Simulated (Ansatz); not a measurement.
`C[O][Ge][NH2]` + H₂ → `[NH2][GeH]` + CH₃OH at 400 K and 1 bar (hydrogenolysis of a Ge–O bond).

Computed with Ansatz on PBE0-D4/def2-TZVP structures; ΔE is electronic, products minus reactants. CBS: MP2 limit from def2 TZ/QZ plus the TZ coupled-cluster correction, frozen cores. This one scheme is used for every species. For Ge outer-core shells are correlated without core-valence functions, which leaves a few kJ/mol of doubt a bond. Scalar relativity is left out up to krypton. Each species was taken in one conformer, which may not be the lowest.

| species | CCSD(T)/CBS energy (Eh) | H − E (kJ/mol) | S (J/(mol·K)) |
| --- | --- | --- | --- |
| `C[O][Ge][NH2]` | -2247.07620 | 205.7 | 360.0 |
| H₂ | -1.17544 | 38.0 | 139.0 |
| `[NH2][GeH]` | -2132.60664 | 102.2 | 275.6 |
| CH₃OH | -115.61712 | 151.2 | 252.6 |

H − E and S are ideal-gas, rigid-rotor, harmonic terms from PBE0-D4/def2-TZVP, for one conformer and one mirror image of each species. The MP2-based limit puts H₂ 0.8 mEh under its directly extrapolated value; such offsets cancel only in part. 1 Eh = 2625.50 kJ/mol, R = 8.31446 J/(mol·K).

Q: By hand: ΔE, ΔH, ΔS and ΔG.

A: ΔE = (-2132.60664) + (-115.61712) − (-2247.07620) − (-1.17544) = 0.02788 Eh = 73.2 kJ/mol. Δ(H − E) = 102.2 + 151.2 − 205.7 − 38.0 = 9.7, so ΔH = 82.9 kJ/mol. ΔS = 275.6 + 252.6 − 360.0 − 139.0 = 29.2 J/(mol·K). ΔG = 82.9 − 400 × (29.2)/1000 = 71.2 kJ/mol.

Q: By hand: the equilibrium constant, and the temperature at which ΔG would vanish if ΔH and ΔS stayed fixed.

A: log₁₀ K = −ΔG/(RT ln 10) = -9.3. ΔG = 0 at ΔH/ΔS = 2839 K, far beyond where these terms or the molecules hold.

ΔH outweighs TΔS. A doubt of 5 kJ/mol in ΔE shifts log₁₀ K by 0.7 here. Other conformers and mirror images would add mixing entropy, several J/(mol·K) or more a flexible species. These are equilibria of isolated gas molecules and say nothing of rates. Largest T1 diagnostic: 0.015 (customary marks: 0.02 for closed shells, 0.045 for open ones).
